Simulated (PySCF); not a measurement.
C₅H₇FO, SMILES CC(=O)[C@H]1C[C@H]1F.

The structure is a stationary point at B3LYP-D3(BJ)/def2-SVP. One conformer was computed; it need not be the lowest.

Two levels are set side by side: TDA-PBE/def2-SVPD (PySCF) and TDA-LC-ωPBE/def2-SVPD (PySCF). Vertical, same geometry. The lowest singlet is HOMO→LUMO 100 % with PBE and HOMO→LUMO 91 % with the other functional; states are paired by order. Differences are taken from unrounded values.

```json
[
 {"quantity": "lowest singlet excitation (eV)", "TDA-PBE": "4.29"},
 {"quantity": "lowest triplet excitation (TDA) (eV)", "TDA-PBE": "3.72"},
 {"quantity": "first bright state (f over 0.05) (eV)", "TDA-PBE": "6.12"},
 {"quantity": "its oscillator strength", "TDA-PBE": "0.11"}
]
```

**Question.** These are the TDA-PBE values. What does TDA-LC-ωPBE give? (Estimate from the structure and the level; the computed values follow.)

**Answer.** 
| quantity | TDA-LC-ωPBE | TDA-PBE minus TDA-LC-ωPBE |
|---|---|---|
| lowest singlet excitation (eV) | 4.55 | -0.25 |
| lowest triplet excitation (TDA) (eV) | 3.92 | -0.20 |
| first bright state (f over 0.05) (eV) | 7.68 | -1.56 |
| its oscillator strength | 0.20 | -0.09 |

A lower first singlet is the usual sign of a functional without exact exchange. Differences between two approximate levels are no errors against the true value.

Rough cost on one machine, each run with all the roots and properties that it gave: TDA-LC-ωPBE against TDA-PBE about 4 times.
